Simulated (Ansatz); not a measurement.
Relaxation of C2H11GeNSi (16 atoms, charge 0, multiplicity 1), to a largest force component of 0.02 eV/Å in at most 50 steps.

Computed with Ansatz, RHF/def2-SVP.

```xyz
16
Properties=species:S:1:pos:R:3
C -0.192 -1.958 0.943
Ge 1.201 -1.217 -0.166
C 0.651 0.445 -1.063
N 0.503 1.496 -0.052
Si -1.333 1.705 0.227
H 0.054 -2.884 1.341
H -1.126 -2.027 0.315
H -0.405 -1.196 1.761
H 1.574 -2.247 -1.202
H 2.445 -0.950 0.752
H -0.195 0.257 -1.699
H 1.557 0.753 -1.677
H 0.725 2.423 -0.445
H -1.990 0.452 0.639
H 0.694 1.463 0.970
H -1.966 2.252 -0.962
```

Question: Where does it end, and by what steps?

Answer: It converged. After 26 steps the energy has fallen by 2.245 eV; H14 moved furthest, 1.59 Å.

```tsv
step	energy less start (eV)	largest force component (eV/Å)	accepted
0	0.0000	4.516	yes
1	-1.5496	1.869	yes
2	-2.0890	0.884	yes
3	-2.1335	1.035	yes
4	-2.1738	0.126	yes
5	-2.1814	0.170	yes
6	-2.1846	0.169	yes
7	-2.1883	0.042	yes
8	-2.1893	0.067	yes
9	-2.1899	0.051	yes
10	-2.1918	0.075	yes
11	-2.1930	0.063	yes
12	-2.1947	0.183	yes
13	-2.1968	0.126	yes
14	-2.2015	0.104	yes
15	-2.2046	0.332	yes
16	-2.2079	0.204	yes
17	-2.2146	0.127	yes
18	-2.2224	0.131	yes
19	-2.2258	0.318	yes
20	-2.2330	0.240	yes
21	-2.2393	0.087	yes
22	-2.2429	0.068	yes
23	-2.2444	0.062	yes
24	-2.2449	0.057	yes
25	-2.2452	0.025	yes
26	-2.2454	0.009	yes
```

```xyz
16
Properties=species:S:1:pos:R:3
C -0.496 -2.168 0.588
Ge 1.077 -1.099 0.141
C 0.686 0.426 -1.086
N 0.484 1.733 -0.428
Si -1.178 2.126 0.722
H -0.201 -3.029 1.189
H -0.972 -2.535 -0.323
H -1.219 -1.576 1.147
H 2.088 -1.973 -0.626
H 1.781 -0.533 1.385
H -0.215 0.202 -1.655
H 1.512 0.500 -1.798
H 0.472 2.463 -1.124
H -0.847 0.948 1.625
H 1.270 1.954 0.165
H -2.044 1.328 -0.240
```

Whether the end is a true minimum wasn't checked by a vibrational analysis.

The run took 110 s on 2 threads of Arm Neoverse V1, with other jobs on the host, peak memory 0.44 GiB.
